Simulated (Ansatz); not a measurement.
## Molecular dynamics of Cl4Ge2H4

The input (input.yaml):

```yaml
crystal:
  periodic: [false, false, false]
  atoms:
    - { symbol: Ge, position_ang: [0.24739, 0.441191, 0.045917] }
    - { symbol: Ge, position_ang: [0.036033, -0.075051, 2.841779] }
    - { symbol: H, position_ang: [-1.503701, -0.129549, 2.857155] }
    - { symbol: H, position_ang: [0.729409, -1.450526, 2.841897] }
    - { symbol: H, position_ang: [0.58148, 0.841028, 3.974781] }
    - { symbol: Cl, position_ang: [1.973149, -0.12746, -1.128553] }
    - { symbol: Cl, position_ang: [-1.277187, 1.670232, -0.870319] }
    - { symbol: Cl, position_ang: [-0.818917, -1.517952, 0.06104] }
    - { symbol: Cl, position_ang: [1.465491, 2.492148, 0.889015] }
    - { symbol: H, position_ang: [0.740552, 1.130336, 1.689691] }
basis:
  gaussian: { orbitals: def2-SVP }
hamiltonian:
  xc: pbe
md:
  timestep: 0.5
  n_steps: 200
  ensemble: nve
  temperature: 300.0
  initial_velocities: maxwell_boltzmann
  seed: 2287
```

Command:

```bash
$ ansatz run input.yaml --threads 4 --pin off --max-ram 5120MiB --backend cpu --events-out ev --progress --plain --runs-dir out
```

It starts at the highest image of a converged band. Of that band: Neighbouring images differ by up to 1.7 eV, so the band resolves the path poorly. A vibrational analysis at the climbing image gives one clearly imaginary mode, 790i cm⁻¹: a first-order saddle point.

Output, in part (one step line in 3, the closing report, with atoms numbered from 0):

```
md step     0: t =     0.00 fs  T =   300.0 K  F+E_penalty+E_count = -163126.46579252 eV  E_kin = 0.310224 eV  conserved = -163126.15556852 eV  (28 SCF iters)
md step     3: t =     1.50 fs  T =   286.7 K  F+E_penalty+E_count = -163126.45192758 eV  E_kin = 0.296452 eV  conserved = -163126.15547590 eV  (30 SCF iters)
md step     6: t =     3.00 fs  T =   260.7 K  F+E_penalty+E_count = -163126.42479980 eV  E_kin = 0.269559 eV  conserved = -163126.15524047 eV  (30 SCF iters)
md step     9: t =     4.50 fs  T =   250.3 K  F+E_penalty+E_count = -163126.41401685 eV  E_kin = 0.258804 eV  conserved = -163126.15521300 eV  (29 SCF iters)
md step    12: t =     6.00 fs  T =   259.0 K  F+E_penalty+E_count = -163126.42327556 eV  E_kin = 0.267871 eV  conserved = -163126.15540471 eV  (29 SCF iters)
md step    15: t =     7.50 fs  T =   264.7 K  F+E_penalty+E_count = -163126.42915205 eV  E_kin = 0.273682 eV  conserved = -163126.15546998 eV  (29 SCF iters)
md step    18: t =     9.00 fs  T =   257.8 K  F+E_penalty+E_count = -163126.42191897 eV  E_kin = 0.266578 eV  conserved = -163126.15534077 eV  (28 SCF iters)
md step    21: t =    10.50 fs  T =   253.4 K  F+E_penalty+E_count = -163126.41722221 eV  E_kin = 0.262016 eV  conserved = -163126.15520634 eV  (28 SCF iters)
md step    24: t =    12.00 fs  T =   269.0 K  F+E_penalty+E_count = -163126.43345825 eV  E_kin = 0.278213 eV  conserved = -163126.15524527 eV  (28 SCF iters)
md step    27: t =    13.50 fs  T =   302.0 K  F+E_penalty+E_count = -163126.46778098 eV  E_kin = 0.312263 eV  conserved = -163126.15551794 eV  (26 SCF iters)
md step    30: t =    15.00 fs  T =   325.4 K  F+E_penalty+E_count = -163126.49217853 eV  E_kin = 0.336487 eV  conserved = -163126.15569112 eV  (27 SCF iters)
md step    33: t =    16.50 fs  T =   331.7 K  F+E_penalty+E_count = -163126.49825730 eV  E_kin = 0.342990 eV  conserved = -163126.15526726 eV  (26 SCF iters)
md step    36: t =    18.00 fs  T =   370.7 K  F+E_penalty+E_count = -163126.53853864 eV  E_kin = 0.383353 eV  conserved = -163126.15518560 eV  (27 SCF iters)
md step    39: t =    19.50 fs  T =   450.3 K  F+E_penalty+E_count = -163126.62131636 eV  E_kin = 0.465597 eV  conserved = -163126.15571938 eV  (26 SCF iters)
md step    42: t =    21.00 fs  T =   513.0 K  F+E_penalty+E_count = -163126.68618848 eV  E_kin = 0.530438 eV  conserved = -163126.15575054 eV  (27 SCF iters)
md step    45: t =    22.50 fs  T =   548.9 K  F+E_penalty+E_count = -163126.72308124 eV  E_kin = 0.567592 eV  conserved = -163126.15548959 eV  (26 SCF iters)
md step    48: t =    24.00 fs  T =   590.0 K  F+E_penalty+E_count = -163126.76533579 eV  E_kin = 0.610098 eV  conserved = -163126.15523749 eV  (25 SCF iters)
md step    51: t =    25.50 fs  T =   668.7 K  F+E_penalty+E_count = -163126.84671108 eV  E_kin = 0.691485 eV  conserved = -163126.15522647 eV  (25 SCF iters)
md step    54: t =    27.00 fs  T =   783.5 K  F+E_penalty+E_count = -163126.96596354 eV  E_kin = 0.810218 eV  conserved = -163126.15574585 eV  (25 SCF iters)
md step    57: t =    28.50 fs  T =   875.2 K  F+E_penalty+E_count = -163127.06111700 eV  E_kin = 0.905048 eV  conserved = -163126.15606862 eV  (25 SCF iters)
md step    60: t =    30.00 fs  T =   923.6 K  F+E_penalty+E_count = -163127.11013619 eV  E_kin = 0.955123 eV  conserved = -163126.15501280 eV  (25 SCF iters)
md step    63: t =    31.50 fs  T =  1030.6 K  F+E_penalty+E_count = -163127.22112791 eV  E_kin = 1.065699 eV  conserved = -163126.15542893 eV  (25 SCF iters)
md step    66: t =    33.00 fs  T =  1151.0 K  F+E_penalty+E_count = -163127.34677923 eV  E_kin = 1.190189 eV  conserved = -163126.15658979 eV  (25 SCF iters)
md step    69: t =    34.50 fs  T =  1163.8 K  F+E_penalty+E_count = -163127.35940876 eV  E_kin = 1.203441 eV  conserved = -163126.15596741 eV  (25 SCF iters)
md step    72: t =    36.00 fs  T =  1133.9 K  F+E_penalty+E_count = -163127.32764716 eV  E_kin = 1.172570 eV  conserved = -163126.15507728 eV  (25 SCF iters)
md step    75: t =    37.50 fs  T =  1171.8 K  F+E_penalty+E_count = -163127.36678973 eV  E_kin = 1.211713 eV  conserved = -163126.15507640 eV  (25 SCF iters)
md step    78: t =    39.00 fs  T =  1275.7 K  F+E_penalty+E_count = -163127.47526993 eV  E_kin = 1.319215 eV  conserved = -163126.15605525 eV  (25 SCF iters)
md step    81: t =    40.50 fs  T =  1325.3 K  F+E_penalty+E_count = -163127.52717339 eV  E_kin = 1.370456 eV  conserved = -163126.15671711 eV  (25 SCF iters)
md step    84: t =    42.00 fs  T =  1260.9 K  F+E_penalty+E_count = -163127.45909146 eV  E_kin = 1.303921 eV  conserved = -163126.15517081 eV  (25 SCF iters)
md step    87: t =    43.50 fs  T =  1244.1 K  F+E_penalty+E_count = -163127.44157285 eV  E_kin = 1.286525 eV  conserved = -163126.15504761 eV  (25 SCF iters)
md step    90: t =    45.00 fs  T =  1292.9 K  F+E_penalty+E_count = -163127.49334001 eV  E_kin = 1.337001 eV  conserved = -163126.15633896 eV  (25 SCF iters)
md step    93: t =    46.50 fs  T =  1275.5 K  F+E_penalty+E_count = -163127.47474432 eV  E_kin = 1.318981 eV  conserved = -163126.15576314 eV  (25 SCF iters)
md step    96: t =    48.00 fs  T =  1239.9 K  F+E_penalty+E_count = -163127.43729193 eV  E_kin = 1.282136 eV  conserved = -163126.15515567 eV  (25 SCF iters)
md step    99: t =    49.50 fs  T =  1262.0 K  F+E_penalty+E_count = -163127.46035840 eV  E_kin = 1.305036 eV  conserved = -163126.15532193 eV  (25 SCF iters)
md step   102: t =    51.00 fs  T =  1323.4 K  F+E_penalty+E_count = -163127.52456619 eV  E_kin = 1.368546 eV  conserved = -163126.15602011 eV  (25 SCF iters)
md step   105: t =    52.50 fs  T =  1341.7 K  F+E_penalty+E_count = -163127.54367826 eV  E_kin = 1.387473 eV  conserved = -163126.15620530 eV  (25 SCF iters)
md step   108: t =    54.00 fs  T =  1317.0 K  F+E_penalty+E_count = -163127.51664672 eV  E_kin = 1.361850 eV  conserved = -163126.15479705 eV  (25 SCF iters)
md step   111: t =    55.50 fs  T =  1387.8 K  F+E_penalty+E_count = -163127.59065759 eV  E_kin = 1.435055 eV  conserved = -163126.15560307 eV  (25 SCF iters)
md step   114: t =    57.00 fs  T =  1472.1 K  F+E_penalty+E_count = -163127.67894951 eV  E_kin = 1.522229 eV  conserved = -163126.15672055 eV  (25 SCF iters)
md step   117: t =    58.50 fs  T =  1441.5 K  F+E_penalty+E_count = -163127.64633355 eV  E_kin = 1.490626 eV  conserved = -163126.15570742 eV  (25 SCF iters)
md step   120: t =    60.00 fs  T =  1397.4 K  F+E_penalty+E_count = -163127.59988093 eV  E_kin = 1.444995 eV  conserved = -163126.15488575 eV  (25 SCF iters)
md step   123: t =    61.50 fs  T =  1443.8 K  F+E_penalty+E_count = -163127.64818183 eV  E_kin = 1.493043 eV  conserved = -163126.15513837 eV  (25 SCF iters)
md step   126: t =    63.00 fs  T =  1547.6 K  F+E_penalty+E_count = -163127.75661276 eV  E_kin = 1.600336 eV  conserved = -163126.15627723 eV  (25 SCF iters)
md step   129: t =    64.50 fs  T =  1576.0 K  F+E_penalty+E_count = -163127.78619749 eV  E_kin = 1.629696 eV  conserved = -163126.15650114 eV  (25 SCF iters)
md step   132: t =    66.00 fs  T =  1525.9 K  F+E_penalty+E_count = -163127.73271847 eV  E_kin = 1.577860 eV  conserved = -163126.15485889 eV  (25 SCF iters)
md step   135: t =    67.50 fs  T =  1558.7 K  F+E_penalty+E_count = -163127.76757435 eV  E_kin = 1.611861 eV  conserved = -163126.15571285 eV  (25 SCF iters)
md step   138: t =    69.00 fs  T =  1602.2 K  F+E_penalty+E_count = -163127.81314821 eV  E_kin = 1.656850 eV  conserved = -163126.15629780 eV  (25 SCF iters)
md step   141: t =    70.50 fs  T =  1576.7 K  F+E_penalty+E_count = -163127.78604012 eV  E_kin = 1.630483 eV  conserved = -163126.15555696 eV  (25 SCF iters)
md step   144: t =    72.00 fs  T =  1556.6 K  F+E_penalty+E_count = -163127.76482844 eV  E_kin = 1.609644 eV  conserved = -163126.15518442 eV  (26 SCF iters)
md step   147: t =    73.50 fs  T =  1589.4 K  F+E_penalty+E_count = -163127.79907527 eV  E_kin = 1.643549 eV  conserved = -163126.15552613 eV  (26 SCF iters)
md step   150: t =    75.00 fs  T =  1628.7 K  F+E_penalty+E_count = -163127.84062271 eV  E_kin = 1.684251 eV  conserved = -163126.15637217 eV  (26 SCF iters)
md step   153: t =    76.50 fs  T =  1588.3 K  F+E_penalty+E_count = -163127.79827556 eV  E_kin = 1.642463 eV  conserved = -163126.15581251 eV  (28 SCF iters)
md step   156: t =    78.00 fs  T =  1551.2 K  F+E_penalty+E_count = -163127.75860588 eV  E_kin = 1.604025 eV  conserved = -163126.15458117 eV  (25 SCF iters)
md step   159: t =    79.50 fs  T =  1629.0 K  F+E_penalty+E_count = -163127.84082120 eV  E_kin = 1.684472 eV  conserved = -163126.15634937 eV  (26 SCF iters)
md step   162: t =    81.00 fs  T =  1647.2 K  F+E_penalty+E_count = -163127.85983256 eV  E_kin = 1.703296 eV  conserved = -163126.15653683 eV  (25 SCF iters)
md step   165: t =    82.50 fs  T =  1562.6 K  F+E_penalty+E_count = -163127.77115768 eV  E_kin = 1.615861 eV  conserved = -163126.15529645 eV  (25 SCF iters)
md step   168: t =    84.00 fs  T =  1516.8 K  F+E_penalty+E_count = -163127.72320817 eV  E_kin = 1.568442 eV  conserved = -163126.15476571 eV  (26 SCF iters)
md step   171: t =    85.50 fs  T =  1575.0 K  F+E_penalty+E_count = -163127.78429092 eV  E_kin = 1.628683 eV  conserved = -163126.15560821 eV  (26 SCF iters)
md step   174: t =    87.00 fs  T =  1634.0 K  F+E_penalty+E_count = -163127.84639305 eV  E_kin = 1.689639 eV  conserved = -163126.15675422 eV  (26 SCF iters)
md step   177: t =    88.50 fs  T =  1578.8 K  F+E_penalty+E_count = -163127.78824963 eV  E_kin = 1.632657 eV  conserved = -163126.15559248 eV  (26 SCF iters)
md step   180: t =    90.00 fs  T =  1542.7 K  F+E_penalty+E_count = -163127.75010996 eV  E_kin = 1.595301 eV  conserved = -163126.15480851 eV  (26 SCF iters)
md step   183: t =    91.50 fs  T =  1602.6 K  F+E_penalty+E_count = -163127.81358530 eV  E_kin = 1.657237 eV  conserved = -163126.15634789 eV  (26 SCF iters)
md step   186: t =    93.00 fs  T =  1605.5 K  F+E_penalty+E_count = -163127.81614480 eV  E_kin = 1.660228 eV  conserved = -163126.15591692 eV  (26 SCF iters)
md step   189: t =    94.50 fs  T =  1573.9 K  F+E_penalty+E_count = -163127.78268323 eV  E_kin = 1.627574 eV  conserved = -163126.15510970 eV  (25 SCF iters)
md step   192: t =    96.00 fs  T =  1601.7 K  F+E_penalty+E_count = -163127.81146464 eV  E_kin = 1.656266 eV  conserved = -163126.15519903 eV  (26 SCF iters)
md step   195: t =    97.50 fs  T =  1677.8 K  F+E_penalty+E_count = -163127.89103499 eV  E_kin = 1.734991 eV  conserved = -163126.15604353 eV  (26 SCF iters)
md step   198: t =    99.00 fs  T =  1700.6 K  F+E_penalty+E_count = -163127.91502583 eV  E_kin = 1.758592 eV  conserved = -163126.15643408 eV  (26 SCF iters)
md step   200: t =   100.00 fs  T =  1665.5 K  F+E_penalty+E_count = -163127.87768287 eV  E_kin = 1.722227 eV  conserved = -163126.15545625 eV  (28 SCF iters)
Total energy: -163127.87772390 eV, -5994.8389343065 hartree
Atom 0 at    -0.041845    -0.125499     0.169298 Å, force    -0.112192    -1.334699     0.630946 eV/Å
Atom 1 at     0.120163     0.094060     2.586778 Å, force    -0.867147    -0.827550     0.190389 eV/Å
Atom 2 at    -1.305583     0.562495     2.994604 Å, force     0.031388    -0.096098    -0.016929 eV/Å
Atom 3 at     0.409094    -1.300431     3.217627 Å, force    -0.009245     0.131906    -0.099366 eV/Å
Atom 4 at     1.091098     1.116853     3.085612 Å, force     0.696570     0.595628     0.049854 eV/Å
Atom 5 at     1.789999     0.132019    -0.868035 Å, force     1.196057    -0.539700    -0.422384 eV/Å
Atom 6 at    -0.943020     1.584045    -0.622441 Å, force    -1.383444     1.306520    -0.487769 eV/Å
Atom 7 at    -1.140142    -2.000609    -0.393646 Å, force     0.456458     0.737999     0.151568 eV/Å
Atom 8 at     1.979556     3.498697     1.133289 Å, force    -1.753467    -0.999294     0.094943 eV/Å
Atom 9 at     3.038678     4.140314     1.069655 Å, force     1.745022     1.025288    -0.091253 eV/Å
Dipole moment:     0.345207     0.273017     0.491400 e Å
```

The run went to its last step. The conserved energy stayed within 0.13 meV per atom of its start (net change 0.011 meV per atom), so the integration is sound. The kinetic energy rose, since the run started high on the potential surface and went downhill. It ends in pieces (Cl3Ge2H3 + ClH), so much of that is their flight and rotation, not heat. A run of 0.1 ps of so small a system gives no equilibrium averages. The orbitals stay closed-shell, which can raise the energy where a bond breaks towards radicals; this wasn't checked here.

Between its relaxed ends the band would form Ge1–Cl9, Ge2–H10 and break Ge1–Ge2, Cl9–H10. These pairs go: Ge1–Cl9 2.53 → 4.26 Å, Ge2–H10 1.81 → 5.21 Å, Ge1–Ge2 2.85 → 2.43 Å, Cl9–H10 1.74 → 1.24 Å. In the last frame they stand as before the step (other bonds may differ from the relaxed reactants and products). Also parted: Ge1–H10 1.85 → 5.34 Å. It ends as Cl3Ge2H3 + ClH. Pairs count as bonded within 1.25 times the sum of covalent radii (0.12 Å more for H–H).

Last frame:

```xyz
10
Properties=species:S:1:pos:R:3
Ge -0.042 -0.126 0.169
Ge 0.120 0.094 2.587
H -1.306 0.562 2.995
H 0.409 -1.300 3.218
H 1.091 1.117 3.086
Cl 1.790 0.132 -0.868
Cl -0.943 1.584 -0.622
Cl -1.140 -2.001 -0.394
Cl 1.980 3.499 1.133
H 3.039 4.140 1.070
```

The run took 8.8 min on 4 threads of Arm Neoverse V1, with other jobs on the host, peak memory 0.28 GiB.
